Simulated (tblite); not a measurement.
Species: C7H10FOP.
SMILES with atom numbers: `[CH3:1][C:2]1=[C:3]([F:4])[P@@:5]1(=[O:6])[CH:7]1[CH2:8][CH2:9][CH2:10]1` (hydrogens: H11, H12, H13 on C1; H14 on C7; H15, H16 on C8; H17, H18 on C9; H19, H20 on C10)

Computed with GFN2-xTB (tblite), gas phase: L-BFGS steps from a force-field or distance-geometry start until the largest atomic force falls under 0.01 eV/Å.

Step 49: E = -852.8374 eV
```
atom  x, y, z in Å  |  force x, y, z in eV/Å
C1      3.4173    0.2268    0.6594    0.018   0.003   0.014
C2      2.1427    0.4431   -0.0537    0.037   0.010  -0.107
C3      1.5764    0.1883   -1.2456   -0.007   0.024   0.092
F4      1.9714   -0.3734   -2.3901   -0.039  -0.017   0.051
P5      0.4588    1.1294   -0.1905   -0.005  -0.070  -0.012
O6      0.1187    2.5357   -0.4137   -0.024   0.055   0.082
C7     -0.8199    0.0847    0.6303   -0.024   0.010  -0.005
C8     -2.2630    0.5959    0.5214    0.007   0.008  -0.021
C9     -2.6988   -0.8183    0.1107    0.027  -0.037   0.009
C10    -1.2290   -1.1815   -0.1359    0.070   0.012   0.012
H11     4.2542    0.3044   -0.0355   -0.025  -0.037   0.030
H12     3.5492    0.9502    1.4620   -0.028  -0.003  -0.036
H13     3.4162   -0.7743    1.0956    0.036   0.043  -0.010
H14    -0.5158   -0.1061    1.6620    0.044   0.002  -0.075
H15    -2.6989    0.9991    1.4336    0.003  -0.004  -0.046
H16    -2.3729    1.3202   -0.2825   -0.012   0.050   0.004
H17    -3.1202   -1.3739    0.9450   -0.052  -0.018  -0.003
H18    -3.3593   -0.9001   -0.7495   -0.008   0.043   0.031
H19    -0.8716   -2.1272    0.2646   -0.031  -0.019   0.005
H20    -0.9607   -1.1119   -1.1890    0.013  -0.054  -0.016
```

Step 50: E = -852.8390 eV
```
atom  x, y, z in Å  |  force x, y, z in eV/Å
C1      3.4158    0.2279    0.6569    0.037  -0.001   0.018
C2      2.1427    0.4461   -0.0548    0.049  -0.007  -0.071
C3      1.5743    0.1846   -1.2429   -0.054   0.022   0.007
F4      1.9633   -0.3853   -2.3860   -0.034  -0.005   0.070
P5      0.4594    1.1301   -0.1883   -0.028  -0.042  -0.010
O6      0.1172    2.5364   -0.4072   -0.013   0.067   0.061
C7     -0.8192    0.0876    0.6315   -0.015  -0.013  -0.006
C8     -2.2630    0.5953    0.5221    0.012   0.015  -0.018
C9     -2.6952   -0.8181    0.1061    0.016  -0.013   0.020
C10    -1.2241   -1.1789   -0.1340    0.019  -0.034  -0.003
H11     4.2518    0.3022   -0.0371    0.011  -0.035  -0.009
H12     3.5508    0.9518    1.4561   -0.024   0.035   0.015
H13     3.4139   -0.7713    1.0946    0.031   0.006   0.007
H14    -0.5163   -0.1054    1.6623    0.051   0.009  -0.046
H15    -2.6993    0.9933    1.4351   -0.014   0.005  -0.012
H16    -2.3764    1.3235   -0.2768   -0.003   0.060  -0.021
H17    -3.1214   -1.3747    0.9367   -0.059  -0.030   0.003
H18    -3.3506   -0.8956   -0.7577   -0.018   0.031   0.022
H19    -0.8715   -2.1250    0.2684   -0.008  -0.028   0.015
H20    -0.9572   -1.1137   -1.1867    0.044  -0.043  -0.041
```

Question: Estimate the geometry and energy of step 51. (The exact step hangs on the optimiser's Hessian estimate; all steps are aligned on step 50, rigid shifts and turns removed.)

Answer: E = -852.8404 eV, largest force 0.077 eV/Å
```
atom  x, y, z in Å  |  force x, y, z in eV/Å
C1      3.4160    0.2288    0.6543    0.042   0.006   0.014
C2      2.1436    0.4504   -0.0565    0.013  -0.018  -0.052
C3      1.5689    0.1802   -1.2392   -0.057   0.033  -0.016
F4      1.9505   -0.4001   -2.3794   -0.027  -0.004   0.062
P5      0.4580    1.1320   -0.1866   -0.018   0.015   0.002
O6      0.1127    2.5382   -0.4048    0.006   0.032   0.048
C7     -0.8187    0.0910    0.6352   -0.012  -0.037  -0.025
C8     -2.2633    0.5952    0.5242   -0.009   0.011  -0.011
C9     -2.6911   -0.8182    0.0999   -0.011   0.012   0.023
C10    -1.2173   -1.1761   -0.1316   -0.047  -0.057  -0.023
H11     4.2510    0.2976   -0.0404    0.030  -0.030  -0.028
H12     3.5559    0.9540    1.4509   -0.025   0.042   0.027
H13     3.4116   -0.7693    1.0933    0.024  -0.008   0.019
H14    -0.5159   -0.1035    1.6648    0.056   0.015  -0.017
H15    -2.7033    0.9856    1.4391   -0.007   0.002  -0.016
H16    -2.3790    1.3296   -0.2693    0.006   0.042  -0.016
H17    -3.1262   -1.3783    0.9250   -0.033  -0.013  -0.025
H18    -3.3407   -0.8901   -0.7699    0.002   0.023   0.042
H19    -0.8699   -2.1226    0.2735    0.012  -0.027   0.017
H20    -0.9481   -1.1137   -1.1844    0.055  -0.039  -0.023
```

The energy changes by -0.0013 eV. The first-order estimate −F·Δx gives -0.0019 eV and the mean of the old and new forces, exact on a quadratic surface, -0.0013 eV. The step makes an angle of 79° with the force vector and moves no atom by more than 0.021 Å.

The cost below is that of the whole relaxation. Time: 1.7 s of wall time. Hardware: one thread, Arm Neoverse V1 (aarch64), shared host.
